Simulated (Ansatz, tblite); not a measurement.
Spin states of Sn2Ge⁺ (the lowest doublet isomer of a short search), each relaxed with PBE0-D4/def2-TZVP in Ansatz. Electronic energies in the gas phase.

In the def2 sets Sn takes a core potential; there is no spin–orbit coupling. The xTB rows come from tblite. LC-ωPBE has ω = 0.4 bohr⁻¹. Correlated methods freeze 17 core orbitals; core or outer-core shells of Ge, Sn are correlated, in sets that lack core-valence functions. The rows differ in basis, and correlated rows in double-zeta sets carry the largest basis error. In CCSD on the charge 1 quartet the largest single amplitude is 0.27, so its Hartree–Fock determinant may place the open shell otherwise than the density functionals do. The structure comes from a short search, and lower isomers may exist.

Doublet geometry (C2v within 0.1 Å):

Cartesian coordinates in Å:
```
Ge 1.0105 0.4029 0.4288
Sn 0.2415 -1.9270 -0.3524
Sn -1.2519 1.5242 -0.0764
```

Quartet geometry (C2v within 0.1 Å):

```xyz
3

Ge   -0.193   -1.089   -1.101
Sn    1.461    0.867   -0.008
Sn   -1.268    0.222    1.108
```

⟨S²⟩: doublet 0.75 at PBE0-D4/def2-TZVP (pure 0.75), quartet 3.75 at PBE0-D4/def2-TZVP (pure 3.75).

Run but left out: HF/def2-SVP, HF/def2-TZVP, MP2/def2-SVP, MP2/def2-TZVP (doublet: ⟨S²⟩ 1.19 to 1.22, where a pure state has 0.75).

Only these spin states were relaxed. The quartet has other bonds than the doublet, so the gap mixes isomer and spin.

Q: Estimate which spin state lies lowest at each of these levels, and by how much: GFN1-xTB; GFN2-xTB; PBE0-D4/def2-TZVP; r2SCAN0-D4/def2-TZVP; BHLYP-D4/def2-TZVP; LC-ωPBE/def2-TZVP; RPA@PBE/def2-TZVP; CCSD/def2-SVP.

A: 
| level | quartet − doublet (kJ/mol) | lowest of these | remarks |
| --- | --- | --- | --- |
| GFN1-xTB | 83.1 | doublet | – |
| GFN2-xTB | 90.6 | doublet | – |
| PBE0-D4/def2-TZVP | 24.2 | doublet | – |
| r2SCAN0-D4/def2-TZVP | 18.2 | doublet | – |
| BHLYP-D4/def2-TZVP | 28.8 | doublet | – |
| LC-ωPBE/def2-TZVP | 15.7 | doublet | – |
| RPA@PBE/def2-TZVP | 36.9 | doublet | – |
| CCSD/def2-SVP | 23.6 | doublet | large T1 (0.049) (quartet), spin-contaminated (⟨S²⟩ 1.19) (doublet), spin-contaminated (⟨S²⟩ 4.00) (quartet) |

The xTB methods have no term that favours high spin, so they put low spin too low.
